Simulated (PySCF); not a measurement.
**Telling isomers of C3H15N3Si3 apart by NMR**

[PySCF: coordinates at the GFN2-xTB level; shieldings: GIAO PBE0/pcSseg-1; non-relativistic Hamiltonian; gas phase; one conformer; one averaged value for each set of equivalent atoms]

References, each an isolated molecule treated in the same way: TMS for 1H (σref 31.72) and 13C (σref 186.93). Where no couplings were computed, multiplicities follow the n + 1 count of equivalent neighbours, and m marks all less simple cases (inequivalent or close neighbours, rings, F or P nearby). Shifts are as computed. Against solution values, carbons near 30 ppm lie about +3 ppm off and those near 130 ppm about +5 ppm. Of 1309 compounds with measured shifts, 239 miss one by over three times the rms of a fit or turn the order of signals round; such compounds aren't used in these exercises. OH and NH positions are gas-phase values without hydrogen bonding to other molecules.

(1) Tabulate the signals of `CCCN1[SiH2]N[SiH2]N[SiH2]1`, `N[Si]1(N)CC[C@@H]1N([SiH3])[SiH3]` and their relative energies.

(2) What is the quickest way to tell CCCN1[SiH2]N[SiH2]N[SiH2]1 from N[Si]1(N)CC[C@@H]1N([SiH3])[SiH3]?

Results:

(1) 
```json
{"SMILES": "CCCN1[SiH2]N[SiH2]N[SiH2]1", "carbon types": "2×CH2 1×CH3", "δC": "49.4, 30.7, 13.3", "δH": "5.50 (s, 2H), 5.40 (s, 4H), 2.78 (t, 2H), 1.64 (m, 2H), 0.93 (t, 3H), -0.58 (br s, 2H)", "E rel. (kcal/mol)": "0.0"}
{"SMILES": "N[Si]1(N)CC[C@@H]1N([SiH3])[SiH3]", "carbon types": "1×CH 2×CH2", "δC": "64.7, 26.0, 19.5", "δH": "4.78 (s, 6H), 3.30 (m, 1H), 2.46 (m, 1H), 1.36 (m, 1H), 1.32 (m, 1H), 1.13 (m, 1H), 0.77 (br s, 2H), 0.73 (br s, 2H)", "E rel. (kcal/mol)": "49.7"}
```

Energies are electronic energies at PBE0/pcSseg-1 on these geometries, without zero-point or thermal terms, each for the one conformer computed, which needn't be the lowest.

(2) Both give the same number of carbon signals, but DEPT or the intensities differ. The first has a methyl carbon (CH3) at 13.3 ppm, the second an sp3 CH bonded to N and Si at 64.7 ppm. Their most deshielded carbons lie at 49.4 and 64.7 ppm. In the proton spectra the most deshielded non-exchanging signals are 5.50 (s, 2H) and 4.78 (s, 6H).
